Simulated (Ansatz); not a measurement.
Cartesian coordinates in Å:
```
C 0.3328 2.9998 -0.0230
O 0.3766 1.7862 -0.7160
Mo -0.0643 0.0737 -0.1907
O 1.0688 0.2466 1.3474
Cl -0.5723 -2.0936 0.8506
O -1.4628 0.7193 0.8545
C -1.8322 0.6255 2.1893
O -1.1117 -0.5087 -1.5847
C -1.2656 -1.6675 -2.3398
O 1.3636 -0.8191 -1.0011
C 2.4649 -1.5263 -0.5404
H 0.5550 3.8127 -0.7172
H 1.0758 2.9876 0.7813
H -0.6625 3.1426 0.4122
H 1.1577 -0.5216 1.9179
H -2.1702 -0.3932 2.4065
H -0.9706 0.8583 2.8277
H -2.6404 1.3331 2.3922
H -0.2816 -2.0233 -2.6648
H -1.8885 -1.4415 -3.2085
H -1.7423 -2.4401 -1.7297
H 2.9678 -0.9683 0.2579
H 3.1609 -1.6827 -1.3691
H 2.1410 -2.4993 -0.1525
```

Total charge 0; spin multiplicity 1. Mo takes the def2 core potential.

(1) List the CAM-B3LYP/def2-TZVPP orbital energies in eV (the Gaussian-basis code of Ansatz). (Estimate.)

## Answers

(1) Ansatz gave: Occupied: -2762.72, -523.41, -523.37, -523.03, -522.96, -522.35, -280.37, -280.21, -280.07, -280.05, -257.51, -196.52, -196.43, -196.43, -76.29, -48.91, -48.88, -48.79, -30.25, -30.03, -29.99, -29.50, -28.62, -22.77, -20.98, -20.88, -20.80, -20.31, -16.35, -15.90, -15.57, -15.35, -15.26, -15.07, -14.78, -14.59, -14.39, -14.32, -14.14, -14.09, -13.84, -12.08, -11.78, -11.69, -11.36, -10.77, -10.37, -10.23, -10.13, -9.77, -9.64, -9.41, -9.18, -9.16. Lowest empty: -1.84, -1.69, -1.42, 1.21, 1.45, 1.65, 1.78, 2.12.
